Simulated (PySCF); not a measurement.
H3O3Si, doublet, geometry from GFN2-xTB; DF-HF/aug-cc-pVDZ (PySCF).

Input for PySCF:
```python
from pyscf import gto, scf

mol = gto.Mole()
mol.atom = '''
    O    -0.84317475   -0.87603590   -0.91455838
    Si   -0.16941596   -0.08038194    0.34291190
    O    -0.28508537    1.51773913   -0.03316397
    O     1.37066024   -0.57947772    0.49097699
    H    -1.58178239   -0.47345656   -1.36288875
    H     0.23413609    2.15205276    0.45211068
    H     1.78026866   -1.05105329   -0.23602572
'''
mol.basis = 'aug-cc-pvdz'
mol.spin = 1
mol.verbose = 4
mol.build()

mf = scf.UHF(mol)
mf = mf.density_fit(auxbasis='def2-universal-jkfit')
mf.kernel()
mf.analyze()
```

Task: Write the output that PySCF gives for this input, abridged.

Result: 
```
PySCF version 2.14.0

[INPUT] verbose = 4
[INPUT] num. atoms = 7
[INPUT] num. electrons = 41
[INPUT] charge = 0
[INPUT] spin (= nelec alpha-beta = 2S) = 1
[INPUT] symmetry False subgroup None
[INPUT] Mole.unit = angstrom
[INPUT] Symbol           X                Y                Z      unit          X                Y                Z       unit  Magmom
[...]
nuclear repulsion = 178.826780749353
number of shells = 47
number of NR pGTOs = 188
number of NR cGTOs = 123
basis = aug-cc-pvdz
ecp = {}

******** <class 'pyscf.df.df_jk.DFUHF'> ********
method = DFUHF
initial guess = minao
damping factor = 0
level_shift factor = 0
DIIS = <class 'pyscf.scf.diis.CDIIS'>
diis_start_cycle = 1
diis_space = 8
diis_damp = 0
SCF conv_tol = 1e-09
SCF conv_tol_grad = None
SCF max_cycles = 50
direct_scf = False
number electrons alpha = 21  beta = 20
Set gradient conv threshold to 3.16228e-05
******** <class 'pyscf.df.df.DF'> ********
auxbasis = def2-universal-jkfit
init E= -515.748569752894

cycle= 1 E= -515.280848348857  delta_E= 0.468  |g|= 0.514  |ddm|= 2.35
cycle= 2 E= -515.369160465248  delta_E= -0.0883  |g|= 0.284  |ddm|= 0.715
cycle= 3 E= -515.400761951473  delta_E= -0.0316  |g|= 0.0465  |ddm|= 0.25
cycle= 4 E= -515.403178901774  delta_E= -0.00242  |g|= 0.0124  |ddm|= 0.175
cycle= 5 E= -515.403509816777  delta_E= -0.000331  |g|= 0.00457  |ddm|= 0.075
cycle= 6 E= -515.403551703988  delta_E= -4.19e-05  |g|= 0.00221  |ddm|= 0.0235
cycle= 7 E= -515.403558040241  delta_E= -6.34e-06  |g|= 0.00105  |ddm|= 0.00632
cycle= 8 E= -515.403559698761  delta_E= -1.66e-06  |g|= 0.0003  |ddm|= 0.00352
cycle= 9 E= -515.403559843335  delta_E= -1.45e-07  |g|= 0.000124  |ddm|= 0.00103
cycle= 10 E= -515.403559871097  delta_E= -2.78e-08  |g|= 5.42e-05  |ddm|= 0.000449
cycle= 11 E= -515.403559876696  delta_E= -5.6e-09  |g|= 2e-05  |ddm|= 0.000225
cycle= 12 E= -515.403559877231  delta_E= -5.35e-10  |g|= 1.03e-05  |ddm|= 4.95e-05
Extra cycle  E= -515.403559877314  delta_E= -8.31e-11  |g|= 6.7e-06  |ddm|= 1.32e-05
converged SCF energy = -515.403559877314  <S^2> = 0.75299603  2S+1 = 2.0029938
**** SCF Summaries ****
Total Energy =                        -515.403559877314365
Nuclear Repulsion Energy =             178.826780749352565
One-electron Energy =                -1069.560319915062792
Two-electron Energy =                  375.329979288395805
Two-electron Coulomb Energy =          421.694090972158108
DFT Exchange-Correlation Energy =      -46.364111683762303
**** MO energy ****
                             alpha | beta                alpha | beta
[...]
To work with the spin densities directly, `use mulliken_meta_spin()` only printing them here.

 ** Mulliken spin pop alpha/beta on meta-lowdin orthogonal AOs **
 ** Mulliken Spin Density (per AO)  **
spin_pop of  0 O 1s       -0.00000
spin_pop of  0 O 2s        0.00568
spin_pop of  0 O 3s       -0.00000
spin_pop of  0 O 4s        0.00085
spin_pop of  0 O 2px       0.00826
spin_pop of  0 O 2py       0.00070
spin_pop of  0 O 2pz       0.03675
spin_pop of  0 O 3px       0.00108
spin_pop of  0 O 3py       0.00005
spin_pop of  0 O 3pz       0.00136
spin_pop of  0 O 4px      -0.00003
spin_pop of  0 O 4py       0.00009
spin_pop of  0 O 4pz       0.00020
spin_pop of  0 O 3dxy      0.00012
spin_pop of  0 O 3dyz      0.00012
spin_pop of  0 O 3dz^2    -0.00006
spin_pop of  0 O 3dxz     -0.00000
spin_pop of  0 O 3dx2-y2    0.00001
spin_pop of  0 O 4dxy      0.00027
spin_pop of  0 O 4dyz      0.00006
spin_pop of  0 O 4dz^2     0.00013
spin_pop of  0 O 4dxz      0.00005
spin_pop of  0 O 4dx2-y2    0.00001
spin_pop of  1 Si 1s        0.00000
spin_pop of  1 Si 2s        0.00008
spin_pop of  1 Si 3s        0.34112
spin_pop of  1 Si 4s        0.00478
spin_pop of  1 Si 5s        0.00002
spin_pop of  1 Si 2px       0.00000
spin_pop of  1 Si 2py       0.00000
spin_pop of  1 Si 2pz       0.00000
spin_pop of  1 Si 3px       0.08996
spin_pop of  1 Si 3py       0.00290
spin_pop of  1 Si 3pz       0.34801
spin_pop of  1 Si 4px       0.00024
[...]
spin_pop of  1 Si 5px       0.00000
spin_pop of  1 Si 5py       0.00003
spin_pop of  1 Si 5pz      -0.00001
spin_pop of  1 Si 3dxy      0.00066
spin_pop of  1 Si 3dyz      0.00135
spin_pop of  1 Si 3dz^2     0.01019
spin_pop of  1 Si 3dxz      0.01068
spin_pop of  1 Si 3dx2-y2    0.00027
spin_pop of  1 Si 4dxy      0.00017
spin_pop of  1 Si 4dyz      0.00003
spin_pop of  1 Si 4dz^2     0.00031
spin_pop of  1 Si 4dxz      0.00031
spin_pop of  1 Si 4dx2-y2   -0.00004
spin_pop of  2 O 1s       -0.00000
spin_pop of  2 O 2s        0.00757
spin_pop of  2 O 3s       -0.00003
spin_pop of  2 O 4s        0.00124
spin_pop of  2 O 2px       0.00266
spin_pop of  2 O 2py       0.01824
spin_pop of  2 O 2pz       0.03971
spin_pop of  2 O 3px       0.00058
spin_pop of  2 O 3py      -0.00004
spin_pop of  2 O 3pz       0.00205
spin_pop of  2 O 4px      -0.00010
spin_pop of  2 O 4py       0.00061
spin_pop of  2 O 4pz       0.00005
spin_pop of  2 O 3dxy      0.00005
spin_pop of  2 O 3dyz     -0.00004
spin_pop of  2 O 3dz^2    -0.00003
spin_pop of  2 O 3dxz      0.00011
spin_pop of  2 O 3dx2-y2    0.00011
spin_pop of  2 O 4dxy      0.00010
spin_pop of  2 O 4dyz      0.00028
spin_pop of  2 O 4dz^2    -0.00003
spin_pop of  2 O 4dxz      0.00008
spin_pop of  2 O 4dx2-y2    0.00003
spin_pop of  3 O 1s       -0.00000
spin_pop of  3 O 2s        0.01309
spin_pop of  3 O 3s        0.00016
spin_pop of  3 O 4s        0.00107
spin_pop of  3 O 2px       0.01613
spin_pop of  3 O 2py       0.00155
spin_pop of  3 O 2pz       0.00155
spin_pop of  3 O 3px       0.00003
spin_pop of  3 O 3py       0.00024
spin_pop of  3 O 3pz       0.00156
spin_pop of  3 O 4px       0.00062
spin_pop of  3 O 4py      -0.00004
spin_pop of  3 O 4pz      -0.00006
spin_pop of  3 O 3dxy      0.00003
spin_pop of  3 O 3dyz      0.00003
spin_pop of  3 O 3dz^2     0.00012
spin_pop of  3 O 3dxz      0.00011
spin_pop of  3 O 3dx2-y2    0.00004
spin_pop of  3 O 4dxy     -0.00002
spin_pop of  3 O 4dyz      0.00020
spin_pop of  3 O 4dz^2     0.00018
spin_pop of  3 O 4dxz      0.00011
spin_pop of  3 O 4dx2-y2    0.00002
spin_pop of  4 H 1s        0.00111
spin_pop of  4 H 2s        0.00065
spin_pop of  4 H 3s        0.00027
spin_pop of  4 H 2px       0.00015
spin_pop of  4 H 2py      -0.00006
spin_pop of  4 H 2pz       0.00023
spin_pop of  4 H 3px       0.00023
spin_pop of  4 H 3py       0.00003
spin_pop of  4 H 3pz       0.00030
spin_pop of  5 H 1s       -0.00118
spin_pop of  5 H 2s        0.00054
spin_pop of  5 H 3s        0.00047
spin_pop of  5 H 2px      -0.00002
spin_pop of  5 H 2py       0.00002
spin_pop of  5 H 2pz       0.00016
spin_pop of  5 H 3px       0.00011
spin_pop of  5 H 3py       0.00005
spin_pop of  5 H 3pz       0.00025
spin_pop of  6 H 1s        0.01775
spin_pop of  6 H 2s        0.00059
spin_pop of  6 H 3s        0.00009
spin_pop of  6 H 2px      -0.00009
spin_pop of  6 H 2py       0.00015
spin_pop of  6 H 2pz       0.00019
spin_pop of  6 H 3px      -0.00000
spin_pop of  6 H 3py       0.00019
spin_pop of  6 H 3pz       0.00073
 ** Mulliken Spin Density (per atom)  **
spin density of  0 O =      0.05569
spin density of  1 Si =      0.81147
spin density of  2 O =      0.07320
spin density of  3 O =      0.03671
spin density of  4 H =      0.00290
spin density of  5 H =      0.00041
spin density of  6 H =      0.01961
 ** Mulliken pop alpha/beta on meta-lowdin orthogonal AOs **
 ** Mulliken pop       alpha | beta **
In total            21.00000 | 20.00000
 ** Mulliken atomic charges   ( Nelec_alpha | Nelec_beta ) **
charge of  0O =     -0.81143  (     4.43356      4.37787 )
charge of  1Si =      1.37691  (     6.71728      5.90581 )
charge of  2O =     -0.81446  (     4.44383      4.37063 )
charge of  3O =     -0.81141  (     4.42406      4.38735 )
charge of  4H =      0.35562  (     0.32364      0.32074 )
charge of  5H =      0.35277  (     0.32382      0.32341 )
charge of  6H =      0.35200  (     0.33381      0.31419 )
Dipole moment(X, Y, Z, Debye):  0.03862,  0.76321, -0.52731
```
